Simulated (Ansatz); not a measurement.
## Ansatz (development build ahead of 0.2.0) run

```yaml
crystal:
  periodic: [false, false, false]
  atoms:
    - { symbol: S, position_ang: [0.0, 0.0, 0.0] }
    - { symbol: C, position_ang: [0.0, 0.0, 4.984] }
    - { symbol: Be, position_ang: [0.0, 0.0, -5.74] }
basis:
  gaussian: { orbitals: pcseg-2 }
magnetization:
  initial_magnetization: 2
hamiltonian:
  xc: { name: wB97X }
```

The input is written out in the form of the current development build from the run's settings.

Output:

| Quantity | Value |
| --- | --- |
| Converged | yes |
| Total energy | -450.55755 hartree |
| Spin squared of the determinant | 2.000 |
| Stability test | minimum among restricted orbitals |

Caution: stretched shape with no unrestricted run beside it, a lower state can exist; charge can spread falsely over distant fragments; other spin multiplicities may lie lower.
